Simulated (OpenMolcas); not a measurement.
**Ge2+: effect of the IPEA shift**

```yaml
Program: OpenMolcas
Basis: ANO-RCC-VTZP [6s5p3d1f]
Scalar_Hamiltonian: DKH2, point nucleus
Active_space: 2 electrons in 9 orbitals (RAS2 4s 4p; RAS3 4d, at most 2 electrons)
State_averaging: 2S+1 = 3 even, 3 roots; 2S+1 = 1 even, 7 roots; 2S+1 = 3 odd, 3 roots; 2S+1 = 1 odd, 3 roots
Spin-orbit_coupling: state interaction with AMFI integrals over the reference wave functions, term energies averaged over their components
```

Methods on the same reference wave functions:
A. RASSCF
B. MS-RASPT2, IPEA 0 Eh, imaginary shift 0.1 Eh (closed shells correlated: 3d)
C. MS-RASPT2, IPEA 0.25 Eh, imaginary shift 0.1 Eh (closed shells correlated: 3d)

Energies in cm⁻¹ above 4s² ¹S₀, the measured ground level; measured values from Sugar and Musgrove, J. Phys. Chem. Ref. Data 22, 1213 (1993).

```csv
Level,A,B,C,Measured
4s² ¹S₀,0.0,0.0,0.0,0.0
4s 4p ³P°₀,57421,60539,60542,61734
4s 4p ³P°₁,58074,61190,61192,62500
4s 4p ³P°₂,59444,62562,62564,64144
4s 4p ¹P°₁,92171,92149,92202,91873
4p² ¹D₂,140751,146041,146046,144975
4p² ³P₀,143322,146740,146816,147685
```

Deviations, from unrounded energies. A percentage is the sum of absolute deviations over the sum of measured energies, with the sign that they share, or ± where signs differ.

| Against measurement | Levels | A | B | C |
| --- | --- | --- | --- | --- |
| mean absolute deviation (cm-1) | 6 | 3700 | 1100 | 1100 |
| other configurations (%) | 6 | ±3.9 | ±1.1 | ±1.1 |

B, C lie about equally close to measurement and A furthest from it. The largest miss of C in the table is 4s 4p ³P°₂, by -1600 cm-1. The ranking rests on the paired levels alone, and a cruder setting can come out closer through cancelling errors.

Between B and C the level of the table that moves most is 4p² ³P₀, by 76 cm-1 (lowest in B, highest in C).

The lowest spin-free term lies below A's lowest term by 0.389 hartree in B, 0.389 hartree in C.

Active for correlation alone: 4d; no level in the range computed is led by a configuration that fills it, so any true level of that kind is missing. Some terms mix strongly with configurations of 4d, whose occupation reaches 0.22 (4p² ¹D). Measured partners are found by configuration, term and J. A level has none where our copy of the source lacks it or the pairing is in doubt (some pairs that miss far off the trend of their configuration count as doubtful), and it then counts in no deviation. Only configurations of the active space appear. Levels that lie high or do not pair safely by name in every column are left out.

° marks odd parity.
